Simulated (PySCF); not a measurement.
Correlation energy of Ba³⁺ (barium, charge +3)

[Kr] 4d10 5s2 5p5, 2P determinant. Calculation: PySCF 2.14, in cc-pVDZ-X2C; the spin-free X2C one-electron Hamiltonian (Gaussian nucleus). Frozen: [Kr] 4d10 5s2; 5 electrons correlated.

Total MP2 correlation energy: -18.74 mhartree.

Same-spin part -5.76 and opposite-spin part -12.98 mhartree; SCS-MP2 scales them by 1/3 and 6/5 to -17.49 mhartree.

```json
{"level": "CCSD", "correlation energy (mhartree)": "-21.84"}
{"level": "(T)", "correlation energy (mhartree)": "-0.04"}
{"level": "CCSD(T)", "correlation energy (mhartree)": "-21.88"}
```

Diagnostics: T1 = 0.0021, D1 = 0.0032, largest double amplitude 0.024.

Is a single reference adequate?

Yes, within this model without spin-orbit coupling: T1 lies below 0.03 and no double amplitude reaches 0.07.
